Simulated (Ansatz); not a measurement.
Isolated molecules relaxed with PBE0-D4/def2-TZVP in Ansatz; ΔE leaves out vibrations. CBS: MP2 limit from def2 TZ/QZ plus the TZ coupled-cluster correction, frozen cores. DFT in def2-TZVPP. B3LYP here is the variant with VWN-RPA as its local correlation; programs differ in this. For Ge outer-core shells are correlated without core-valence functions, which leaves a few kJ/mol of doubt a bond. Scalar relativity is left out up to krypton. Each species was taken in one conformer, which may not be the lowest.

`[NH2][GeH2][O][SiH](N)F` + `BC=C` → `B/C=C\[SiH](N)F` + `[NH2][GeH2][OH]`  (formal exchange of groups at the Si–O bond)

Question: Is it downhill or uphill in electronic energy at CCSD(T)/CBS, and by how much? (Estimate.)

Answer: The calculation gave: Uphill: ΔE = +1.56 eV.

Question: What do these levels give: r2SCAN-D4, PBE0-D4, B3LYP-D4, ωB97X-V, PBE, r2SCAN, B3LYP, HF/def2-TZVPP, SCS-MP2/def2-TZVPP, CCSD/def2-TZVPP, MP2/def2-QZVPP, SCS-MP2/def2-QZVPP? (Estimate.)

Answer: Computed: r2SCAN-D4 1.56, PBE0-D4 1.49, B3LYP-D4 1.57, ωB97X-V 1.56, PBE 1.40, r2SCAN 1.56, B3LYP 1.55, HF/def2-TZVPP 1.75, SCS-MP2/def2-TZVPP 1.61, CCSD/def2-TZVPP 1.61, MP2/def2-QZVPP 1.58, SCS-MP2/def2-QZVPP 1.60 eV.

Largest T1 diagnostic among the species: 0.012.

From PBE to PBE0 (25 % exact exchange), in def2-TZVPP and without D4, ΔE moves by +0.07 eV. In def2-TZVPP, CCSD(T) changes the Hartree–Fock value by −0.16 eV (the triples alone add −0.02 eV) and MP2 by −0.15 eV.
